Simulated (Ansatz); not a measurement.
Two members of one family (Same ligands, another metal), computed with Ansatz in the gas phase; def2 core potentials for Zr, no spin–orbit coupling. The two geometries come from different levels. A dash marks a value that wasn't run or was left out as unsound. The structures are stationary points that may keep the symmetry of their start. Remarks come from the PBE and PBE0 runs and from stability tests at other levels; not every state was tested. A HOMO above zero means that the electron is unbound at that level and held by the basis, or that self-interaction error raises the level; the energy of removing that electron tells which. HOMO above LUMO (over both spins in singlets and doublets, within one spin in higher multiplets; at PBE or PBE0), or a gap under 0.15 eV within one spin, warns that the state may not be the lowest or that an electron is smeared out.

First: ZrH2Cl2 (singlet, charge 0, PBE-D4/def2-TZVP geometry).

Cartesian coordinates in Å:
```
Zr -0.057 0.049 -0.003
H -1.738 -0.238 0.703
H 0.026 1.708 -0.808
Cl 0.305 -1.555 -1.647
Cl 1.464 0.036 1.755
```

```csv
level,HOMO (eV),LUMO (eV),gap (eV),vertical IE (eV),vertical EA (eV),vertical triplet (eV)
PBE-D4/def2-SVP,-7.38,-3.63,3.75,–,–,–
PBE-D4/def2-TZVP,-7.43,-3.69,3.75,10.46,–,3.51
PBE-D4/def2-TZVPD,-7.44,-3.70,3.74,–,0.99,–
r2SCAN-D4/def2-TZVPD,-7.82,-3.52,4.30,–,1.03,–
PBE0-D4/def2-TZVP,-8.84,-2.79,6.05,10.94,–,3.64
```

Metal–donor distances: 2 × H 1.85 Å, 2 × Cl 2.32 Å. Remarks: HOMO above zero (-1 doublet).

Second: TiH2Cl2 (singlet, charge 0, r2SCAN-D4/def2-TZVP geometry).

```xyz
5

Ti    0.0508   -0.0342   -0.0083
H     0.6338   -1.1664    1.0997
H     1.0446    0.0235   -1.3707
Cl    0.1644    1.9088    0.9463
Cl   -1.8936   -0.7317   -0.6669
```

Q: Estimate the same table for the second.

A: 
| level | HOMO (eV) | LUMO (eV) | gap (eV) | vertical IE (eV) | vertical EA (eV) | vertical triplet (eV) |
| --- | --- | --- | --- | --- | --- | --- |
| PBE-D4/def2-SVP | -7.65 | -4.49 | 3.16 | – | – | – |
| PBE-D4/def2-TZVP | -7.72 | -4.57 | 3.15 | 10.91 | – | 2.87 |
| PBE-D4/def2-TZVPD | -7.75 | -4.61 | 3.14 | – | 1.60 | – |
| r2SCAN-D4/def2-TZVPD | -8.18 | -4.48 | 3.70 | – | 1.74 | – |
| PBE0-D4/def2-TZVP | -9.32 | -3.41 | 5.90 | 11.39 | – | 2.70 |

Metal–donor distances: 2 × H 1.69 Å, 2 × Cl 2.17 Å. Remarks: gap within one spin near zero at PBE or PBE0 (+1 doublet), HOMO above zero (-1 doublet).
